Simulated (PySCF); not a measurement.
**A small calculation by hand: oscillator strength and radiative lifetime**

C2H7NSi2, SMILES [SiH3][C@H]1N=C[SiH2]1.

Geometry: B3LYP-D3(BJ)/def2-SVP. The structure was generated by enumeration; whether it is a known compound was not checked.

PySCF with TDDFT-CAM-B3LYP/def2-SVPD puts the first singlet state with f over 0.02 at 6.80 eV (vertical), with the transition dipole (0.687, -0.029, 0.154) in atomic units.

Find the oscillator strength, the wavelength and the radiative lifetime that this transition would have in vacuum if emission retraced absorption.


|μ|² = 0.4965 au, so |μ| = 1.79 D. ΔE = 6.80/27.211 = 0.2499 hartree. f = (2/3) ΔE |μ|² = 0.083 (the program prints 0.083).
λ = 1239.84/6.80 = 182 nm; ν = 54846 cm⁻¹.
Einstein's coefficient A = 0.6670 ν² f s⁻¹ (ν in cm⁻¹) = 1.7e8 s⁻¹, so τ = 1/A = 6.0 ns. This state is S5; the lower singlets have f = 0.000, 0.001, 0.019, 0.007. The figure is the radiative limit of this one transition; relaxation, internal conversion, crossing to triplets and a medium change what is measured.
